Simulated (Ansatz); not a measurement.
A CCSD(T) single point on IIn, SMILES `[In][I]`.

```yaml
crystal:
  periodic: [false, false, false]
  atoms:
    - {symbol: In, position_ang: [0.000000, 0.000000, 0.008980]}
    - {symbol: I, position_ang: [-0.000000, -0.000000, 2.780230]}
basis:
  gaussian: {orbitals: def2-TZVPP}
correlation: {method: ccsd_t}
output: {orbitals: {seedname: orbitals}}
```

```sh
$ ansatz run in.yaml --threads 4 --pin off --events-out ev --progress --plain --max-ram 10444MiB
```

Output of Ansatz, abridged:

```
Functional definition: HF
971 factors; integrals over basis functions are off by at most 4.1e-4 eV
mean field evaluation 1: about -13223.1069 eV, gradient 1.1e1 eV
mean field evaluation 2: about -13223.1119 eV, gradient 1.1e1 eV
mean field evaluation 4: about -13223.7638 eV, gradient 1.4e0 eV
mean field evaluation 8: about -13223.7763 eV, gradient 4.7e-2 eV
mean field evaluation 16: about -13223.7581 eV, gradient 1.4e0 eV
mean field -13223.77630283 eV, -485.9648157317 hartree, gradient 7.2e-6 eV, S^2 0.000000; 0 other end points of the search recorded, 0 dependent functions left out
8 core orbitals not correlated: weight in the atoms' cores, before any rotation towards them, 1.000 or more for the frozen orbitals, at most 0.000 for the correlated occupied ones
reference -13223.77630283 eV, -485.9648157317 hartree; 15, 15 occupied and 77, 77 virtual orbitals, 971 factors
second order -20.64580636 eV of doubles, -0.00000000 eV of singles
cycle   1  -19.14918709 eV  change     1.5e0 eV  update   9.8e-2
cycle   2  -19.65528673 eV  change   -5.1e-1 eV  update   2.6e-2
cycle   3  -19.68800355 eV  change   -3.3e-2 eV  update   1.4e-2
cycle   4  -19.66510967 eV  change    2.3e-2 eV  update   3.5e-3
cycle   5  -19.66390371 eV  change    1.2e-3 eV  update   2.0e-3
cycle   6  -19.66539810 eV  change   -1.5e-3 eV  update   6.8e-4
cycle   7  -19.66493499 eV  change    4.6e-4 eV  update   2.5e-4
cycle   8  -19.66493579 eV  change   -8.0e-7 eV  update   7.0e-5
cycle   9  -19.66496175 eV  change   -2.6e-5 eV  update   1.8e-5
perturbative correction -0.48919169 eV, -0.0179774629 hartree
Total energy: -13243.93045627 eV, -486.7054672096 hartree
```

It took 3.2 s on 4 threads of an AMD EPYC 7R43 on a shared host, with 0.38 GiB of host memory at the peak.

Correlation energy per correlated electron: -0.672 eV. T1 diagnostic: 0.0126.
